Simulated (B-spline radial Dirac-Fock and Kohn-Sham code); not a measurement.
## The L3 (2p3/2) hole of bromine ions: width and yield against charge

The computed values come from an atomic code on a B-spline grid: independent-particle rates on relativistic LDA orbitals of the hole state (multipoles up to L = 3, Coulomb Auger matrix elements, transition energies from Dirac-Fock). Tabulated ground configurations, configuration averages; single configurations, so decays that open only by mixing (as 1s 2s² with 1s 2p² in Be-like ions) are missing and such tiny yields are far too low.

| ion | configuration | radiative (eV) | non-radiative (eV) | yield |
| --- | --- | --- | --- | --- |
| Br²⁺ | [Ar] 3d10 4s2 4p3 | 0.0213 | 1.09 | 0.0193 |
| Br³⁺ | [Ar] 3d10 4s2 4p2 | 0.0214 | 1.08 | 0.0194 |
| Br⁴⁺ | [Ar] 3d10 4s2 4p1 | 0.0215 | 1.08 | 0.0196 |
| Br⁵⁺ | [Ar] 3d10 4s2 | 0.0216 | 1.07 | 0.0198 |
| Br⁶⁺ | [Ar] 3d10 4s1 | 0.0217 | 1.07 | 0.0198 |
| Br⁷⁺ | [Ar] 3d10 | 0.0219 | 1.08 | 0.0198 |
